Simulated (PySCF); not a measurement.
CH7FOSi2, SMILES FC[SiH2]O[SiH3].

Geometry: B3LYP-D3(BJ)/def2-SVP. The values are those of a single conformer.

The numbers are results of PBE/def2-TZVP in PySCF, not measurements.

The molecule is in vacuum.

- total energy = -796.00361 hartree
- highest occupied level = -7.01 eV
- lowest empty level = -1.28 eV
- orbital gap = 5.73 eV
- dipole moment = 1.43 D
- quadrupole, principal values (traceless, Buckingham form, about the centre of nuclear charge) = -6.11, 2.32, 3.79 D·Å
- mean static polarisability = 69.5 bohr³ (10.30 Å³)
- polarisability, principal values = 62.9, 66.4, 79.2 bohr³
